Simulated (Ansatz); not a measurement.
Reaction (hydrogenolysis of a Ge–Si bond): `[SiH3][SiH2][GeH2][SiH3]` + H₂ → `[SiH3][GeH3]` + `[SiH3][SiH3]`

Computed with Ansatz on PBE0-D4/def2-TZVP structures; ΔE is electronic, products minus reactants. CCSD(T)/CBS adds triple-zeta CCSD(T) − MP2 to the extrapolated MP2 energy (def2 sets, frozen cores). This one scheme is used for every species. DFT in def2-TZVPP. For Ge outer-core shells are correlated without core-valence functions, which leaves a few kJ/mol of doubt a bond. Scalar relativity is left out up to krypton. One conformer a species, not always the lowest.

`[SiH3][SiH2][GeH2][SiH3]`:

Z-matrix (Å, degrees):
```
Si
Si 1 2.337
H 1 1.488 2 109.5
H 1 1.488 2 111.6 3 120.4
H 1 1.488 2 109.7 3 -118.9
Ge 2 2.381 1 109.5 3 61.2
H 2 1.490 1 110.2 3 -177.3
H 2 1.490 1 109.6 3 -58.3
Si 6 2.379 2 110.3 1 -56.9
H 6 1.541 2 110.4 1 -178.7
H 6 1.541 2 109.1 1 63.2
H 9 1.487 6 109.7 2 -57.3
H 9 1.487 6 111.2 2 -177.8
H 9 1.487 6 109.5 2 61.9
```

H₂:

```xyz
2

H    -0.220    0.279   -0.114
H     0.220   -0.279    0.114
```

`[SiH3][GeH3]`:

```xyz
8

Si    0.296    1.127    0.287
Ge   -0.291   -1.106   -0.282
H    -0.847    1.802    0.955
H     0.654    1.890   -0.939
H     1.461    1.129    1.210
H    -0.655   -1.907    0.980
H     0.882   -1.812   -0.981
H    -1.501   -1.123   -1.231
```

`[SiH3][SiH3]`:

```xyz
8

Si   -0.084   -0.058    1.165
Si    0.084    0.058   -1.165
H     1.244   -0.366    1.762
H    -0.563    1.240    1.712
H    -1.042   -1.124    1.560
H     0.566   -1.238   -1.712
H     1.040    1.127   -1.561
H    -1.244    0.362   -1.762
```

```
           level  ΔE (kcal/mol)
          PBE-D4            4.5
       revPBE-D4            5.1
         BLYP-D4            3.0
        BHLYP-D4            0.9
            BLYP           -1.6
         r2SCAN0            1.5
     HF/def2-SVP           -7.6
CCSD(T)/def2-SVP           -1.1
```

Question: What does CCSD(T)/CBS give? (Estimate.)

Answer: Computed: +2.7 kcal/mol. The listed levels differ from it by 1.8, 2.4, 0.3, -1.8, -4.3, -1.2, -10.3, -3.8 kcal/mol.

Question: What do rigid-rotor, harmonic-oscillator terms from PBE0-D4/def2-TZVP frequencies (298.15 K, 1 bar) make of the CCSD(T)/CBS value? (An estimate is asked.)

Answer: Computed: ΔZPE = +2.4 kcal/mol, ΔH = +3.6 kcal/mol, ΔS = 6 J/(mol·K), ΔG = +3.2 kcal/mol. Modes under 50 cm⁻¹ make the entropy rough.

Largest T1 diagnostic among the species: 0.013.

In def2-TZVPP, CCSD(T) changes the Hartree–Fock value by +8.3 kcal/mol (the triples alone add +1.5 kcal/mol) and MP2 by +9.9 kcal/mol. At CCSD(T), def2-SVP lies −3.8 kcal/mol from the extrapolated value and def2-TZVPP −1.0 kcal/mol.

CCSD(T)/CBS has its own doubt, a few kJ/mol and more with outer-core shells, so smaller differences from it don't rank the levels.
